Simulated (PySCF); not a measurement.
Worked example: chemical shift, span and skew from a shielding tensor

isotetrasilane (H₁₀Si₄), SMILES [SiH3][SiH]([SiH3])[SiH3]. Atoms are numbered in the order given.

```xyz
14

Si     1.4829     1.6310    -0.1786
Si     0.0000     0.0000     0.6201
Si     0.6710    -2.0997    -0.1786
Si    -2.1539     0.4687    -0.1786
H      2.8760     1.3567     0.2905
H      1.4656     1.6062    -1.6741
H      1.0735     2.9928     0.2842
H      0.0000     0.0000     2.1191
H      2.0550    -2.4261     0.2842
H      0.6582    -2.0724    -1.6741
H     -0.2631    -3.1691     0.2905
H     -3.1286    -0.5667     0.2842
H     -2.6130     1.8124     0.2905
H     -2.1238     0.4661    -1.6741
```
Charge 0, spin multiplicity 1.

Geometry optimised at PBE0-D3(BJ)/def2-SVP.

GIAO shieldings from B3LYP/pcSseg-1 run with PySCF, non-relativistic, no solvent. The symmetric part of the tensor of Si2 has the principal values 457.8, 457.8, 475.5 ppm. The same nucleus in TMS has σ = 338.7 ppm at this level (PySCF, at its B3LYP-D3(BJ)/def2-TZVP geometry).

Task: Work out the isotropic shielding, the ²⁹Si shift against TMS, the span and the skew.

Result: 
σ(iso) = (σ11 + σ22 + σ33)/3 = 463.7 ppm. δ = σ(ref) − σ(iso) = 338.7 − (463.7) = -125.0 ppm.
Span Ω = σ33 − σ11 = 17.7 ppm. Skew κ = 3(σ(iso) − σ22)/Ω = 1.00, an axial tensor. Tumbling in solution averages the tensor to δ; in a static solid the shielding alone would spread this spin-1/2 line over Ω.
